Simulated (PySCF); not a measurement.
## EuCl: one state, many levels of theory

State: nonet, about 7.0 electrons in the 4f shell (Mulliken). Set-up: basis Eu x2c-TZVPall, Cl x2c-TZVPall; spin-free X2C with a Gaussian nucleus; PySCF 2.14. De refers to Eu (4f7 6s2) + Cl in their high-spin ground configurations, without counterpoise correction. The functionals are run spin-unrestricted. A positive dipole means Eu(−)Cl(+).

```tsv
Level	Re (Å)	ωe (cm⁻¹)	De (eV)	μ (D)
UHF	2.651	273	n/a	-4.82
UHF-MP2	2.537	300	n/a	n/a
UHF-SCS-MP2	2.566	292	n/a	n/a
PBE	2.542	290	4.60	-4.60
r²SCAN	2.549	294	4.94	-4.80
B3LYP	2.576	285	4.28	-5.02
PBE0	2.551	292	4.54	-4.77
HSE06	2.554	292	4.52	-4.87
B2PLYP	2.563	291	4.26	-4.91
```

(1) What does the step from GGA to meta-GGA do here, going from PBE to r²SCAN?

Correlated steps freeze 23 core orbitals. Spin–orbit coupling is left out, which matters for elements this heavy, above all for dissociation energies. B2PLYP dipoles, levels and charges come from its SCF part alone. With d or f electrons several states lie close, and the lowest PBE0 determinant need not be the measured ground state.

The whole job (state search and all levels along the bond) took about 9.8 min on 4 threads of Arm Neoverse V2 (shared host), peak memory 12 GiB.

Results:

(1) r²SCAN less PBE: +0.7 pm in Re, +1.4 % in ωe, +0.34 eV in De.
